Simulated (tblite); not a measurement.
C3H11ClOSi2.
Cartesian coordinates in Å at the GFN2-xTB level; atoms count from 1:
```xyz
18
C3H11ClOSi2 angstrom
C     -1.2757   -0.6485   -1.4678
C     -1.0196   -0.6253    0.0257
Si    -1.5223    1.0344    0.8570
Cl    -1.9734   -1.9462    0.7799
C      0.4465   -0.8585    0.3440
O      1.0651    0.3942    0.2970
Si     2.6516    0.7243    0.1651
H     -2.3232   -0.4482   -1.6816
H     -1.0130   -1.6159   -1.8969
H     -0.6678    0.1211   -1.9400
H     -2.9868    1.0384    0.8525
H     -1.0190    2.1552    0.0710
H     -1.0161    1.0199    2.2247
H      0.5581   -1.2774    1.3513
H      0.9170   -1.5513   -0.3648
H      3.4027    0.1997    1.3090
H      2.5767    2.1743    0.1183
H      3.1906    0.1162   -1.0560
```

Method: GFN2-xTB as coded in tblite; computed harmonic values from a numerical Hessian at the method's own geometry, unscaled. Against measured fundamentals such values can be off by several per cent, at times by over 20. Modes of hydrogen on silicon can be 10 to 20 % off. One conformer, not necessarily the lowest.

Harmonic wavenumbers (cm⁻¹): 32.8, 57.2, 99.9, 141.7, 166.7, 194.2, 207.5, 235.5, 263.6, 301.3, 343.1, 371.0, 536.7, 566.9, 596.8, 601.4, 627.0, 739.6, 740.1, 753.6, 784.4, 790.7, 804.7, 831.3, 852.5, 936.4, 977.5, 1077.3, 1133.8, 1153.5, 1183.7, 1250.7, 1337.7, 1404.1, 1483.6, 1490.2, 1499.2, 2216.8, 2248.9, 2268.6, 2309.9, 2314.7, 2356.4, 2893.8, 2921.9, 2997.6, 3021.9, 3032.7.

A = 2344, B = 801.0, C = 721.5 MHz; mass 154.004 u (most abundant isotopes); point group C1, symmetry number 1.

Task: Zero-point energy?

Result: ½Σν̃ = 27576 cm⁻¹ = 78.84 kcal/mol.

Task: Entropy at 298.15 K, 1 bar (ideal gas, RRHO, classical rotation)?

Result: Translation 41.03, rotation 29.85, vibration 35.03: S = 105.9 cal/(mol K).

Task: And Cp and H(298.15 K) − H(0)?

Result: Cp = 42.88 cal/(mol K), of which vibrations give 34.93 (their classical limit is 48 R = 95.4); H(298.15 K) − H(0) = 7.80 kcal/mol without the zero-point energy, 5.43 from vibrations.

Task: Which modes carry the vibrational entropy at 298.15 K?

Result: 32.8 cm⁻¹: 5.65; 57.2 cm⁻¹: 4.55; 99.9 cm⁻¹: 3.46; 141.7 cm⁻¹: 2.78; 166.7 cm⁻¹: 2.47; 194.2 cm⁻¹: 2.19 cal/(mol K); the other 42 give 13.93 together.

Task: How do the functions run with temperature in this model?

Result: 
| T (K) | S (cal/(mol K)) | Cp (cal/(mol K)) | H − H(0) (kcal/mol) | G − H(0) (kcal/mol) | ln q(vib) |
| --- | --- | --- | --- | --- | --- |
| 150 | 82.5 | 26.9 | 2.61 | -9.76 | 3.84 |
| 250 | 98.8 | 37.9 | 5.85 | -18.85 | 6.98 |
| 400 | 119.9 | 52.1 | 12.65 | -35.29 | 11.55 |
| 600 | 143.7 | 65.5 | 24.50 | -61.72 | 17.29 |
| 900 | 172.9 | 78.3 | 46.24 | -109.37 | 25.07 |

q(vib) and H(0) count from the zero-point level.

Task: Blend soft modes into free rotors: weight 1/[1 + (100 cm⁻¹/ν̃)⁴] for the oscillator and the rest for a rotor with moment μB/(μ + B), μ = h/(8π²ν), B = 10⁻⁴⁴ kg m². What vibrational entropy results?

Result: 31.99 cal/(mol K) in place of 35.03, which changes −T·S at 298.15 K by +0.91 kcal/mol.

Hindered rotation and anharmonicity are outside this model. Other conformers, if any are populated, would add a mixing term that is left out. The structure is chiral; the term R ln 2 for an equal mix with its mirror image is left out.

Hardware: one thread of an Arm Neoverse N1, shared host with 64 logical CPUs at a one-minute load of 62. Cost: 1.4 s. The figure is for the frequency step alone.
